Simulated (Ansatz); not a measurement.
`[SiH2]1[SiH2][GeH2][GeH2][SiH2]1`, 15 atoms. The species carries charge 0 and has multiplicity 1. Correlated methods include outer-core shells of Ge, which these sets cover unevenly. Scalar relativity is left out up to krypton. All runs use 3 threads of an AMD EPYC 7R13 on a shared host and a share of an NVIDIA H100 80 GB. Correlated methods freeze the cores. Open-shell runs search over several starts.

**Question.** Give the basis size and wall time and peak host memory of each of these runs in Ansatz. RHF-CCSD(T)/def2-SVP energy; direct RPA on PBE orbitals/def2-TZVPP energy; RKS ωB97M-V/def2-QZVPP energy; UKS B3LYP-D4/def2-TZVPP energy of the cation; UHF-CCSD(T)/def2-TZVPP energy of the cation; UHF-MP2/def2-QZVPP energy of the cation; RHF-CCSD(T)/def2-TZVPP energy; RKS PBE0-D4/def2-TZVPP energy; RKS ωB97M-V/def2-SVP energy; RKS PBE0-D4/def2-TZVP frequencies; RKS ωB97X-V/def2-TZVPP energy; RHF-MP2/def2-QZVPP energy. (Best estimate.)

**Answer.** The calculation gave: Other jobs shared the machine, so times are rough.

```csv
level,job,functions,wall time,peak host memory (GiB)
RKS PBE0-D4/def2-TZVPP,energy,362,7.5 s,0.89
direct RPA on PBE orbitals/def2-TZVPP,energy,362,8 s,1.6
RKS ωB97M-V/def2-SVP,energy,168,8 s,0.92
RHF-CCSD(T)/def2-SVP,energy,168,8.5 s,0.81
RHF-MP2/def2-QZVPP,energy,688,15 s,1.3
RKS ωB97X-V/def2-TZVPP,energy,362,15 s,0.99
RKS ωB97M-V/def2-QZVPP,energy,688,19 s,1.4
UKS B3LYP-D4/def2-TZVPP,energy of the cation,362,44 s,1
RHF-CCSD(T)/def2-TZVPP,energy,362,52 s,1.6
UHF-MP2/def2-QZVPP,energy of the cation,688,55 s,1.5
UHF-CCSD(T)/def2-TZVPP,energy of the cation,362,4.8 min,1.7
RKS PBE0-D4/def2-TZVP,frequencies,267,5 min,1.1
```

B3LYP here is the variant with VWN-RPA as its local correlation; programs differ in this.
